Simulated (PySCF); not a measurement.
**Electron correlation in Mo(28+) (molybdenum, charge +28)**

[Ne] 3s2 3p2, high-spin 3P determinant. Calculation: PySCF 2.14, in an uncontracted even-tempered set (18 s from 3.6 bohr⁻², ratio 2.5; 12 p from 4.7 bohr⁻², ratio 2.5; 5 d from 20 bohr⁻², ratio 2.7; 4 f from 30 bohr⁻², ratio 2.7); the spin-free X2C one-electron Hamiltonian (Gaussian nucleus). Frozen: 1s2; 12 electrons correlated; the 22 highest virtual orbitals of each spin left out.

MP2 pair energies summed by pair of shells (mhartree):

```tsv
pair	energy	share (%)
2p-2p	-201.23	41.8
3s-3p	-66.16	13.7
2s-2p	-58.37	12.1
2p-3p	-43.57	9.1
2p-3s	-42.13	8.8
3s-3s	-34.93	7.3
2s-2s	-10.58	2.2
3p-3p	-8.63	1.8
2s-3p	-8.20	1.7
2s-3s	-7.43	1.5
```

Total MP2 correlation energy: -481.25 mhartree.

At this charge the one-electron X2C treatment keeps the bare 1/r₁₂, with no two-electron picture change or Breit term. The effect here is smaller than on the frozen 1s shell; and a scalar Hamiltonian misses the large spin-orbit splitting of the p shells, which matters for ns² → np² pairs.

Spin-orbit coupling is strong in this species, so the high-spin LS determinant is a model state.
